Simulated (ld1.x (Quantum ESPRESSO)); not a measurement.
## What one change does to a pseudopotential (Sb (Z = 51), RRKJ)

```
Element                 : Sb
Generator               : ld1.x (Quantum ESPRESSO) 7.5
Type                    : norm-conserving RRKJ (Kleinman–Bylander form)
Functional              : PBE
Relativity              : scalar-relativistic
Frozen core             : [Kr] 4d10
Valence charge          : 5
Reference configuration : 5s2 5p3
Partial waves           : 5p (bound): rc 1.95 bohr; 5s (bound): rc 1.55 bohr
Local potential         : the s channel
Core correction         : none
```

Change: fully relativistic.

Cutoffs: the cutoffs (Ry, on a coarse ladder) from which the occupation-weighted sum of valence levels, in a spherical-Bessel basis at the reference potential, stays within 10 and 1 mRy of its value at 400 Ry; they do not see the model core or the augmentation charge, which bear on the density cutoff. Errors are all-electron minus pseudo energies relative to the spin-unpolarised reference configuration.

Question: Predict the effect on cutoff, ghosts and configuration errors.

Answer: The potential gets neither clearly harder nor softer (45 Ry and 90 Ry → 45 Ry and 90 Ry); the s channel sets the loose cutoff, while the largest relative change is in p, which becomes harder; of the 7 tests that both files solve, the error grows in 1 and shrinks in 3 by more than 15 % and 0.3 meV (median size 11.5 → 12.0 meV); neither file shows a bound ghost.

| quantity | base | changed |
| --- | --- | --- |
| cutoff, loose | 45 Ry | 45 Ry |
| cutoff, tight | 90 Ry | 90 Ry |
| loose cutoff by channel (10 mRy a level) | p 10 Ry, s 30 Ry | p 12 Ry, s 30 Ry |
| bound ghosts | none | none |
| error for 5s2 5p2, meV [ΔE 8.32 → 8.33 eV] | -3.6 | -1.5 |
| error for 5s2 5p1, meV [ΔE 24.28 → 24.32 eV] | -11 | -4.1 |
| error for 5s2 5p0, meV [ΔE 48.70 → 48.76 eV] | +23 | +36 |
| error for 5s0 5p5, meV [ΔE 16.43 → 16.38 eV] | +61 | +62 |
| error for 5s1 5p0, meV [ΔE 92.99 → 93.05 eV] | +209 | +232 |
| error for 5s2 5p2.5, meV [ΔE 3.26 → 3.27 eV] | -1.0 | -0.2 |
| error for 5s1 5p4, meV [ΔE 8.11 → 8.09 eV] | +12 | +12 |
| s: phases at 2.14 bohr within 0.05 rad from the reference energy up to (Ry; the scan ends near 5) | 2.1 | 2.0 |
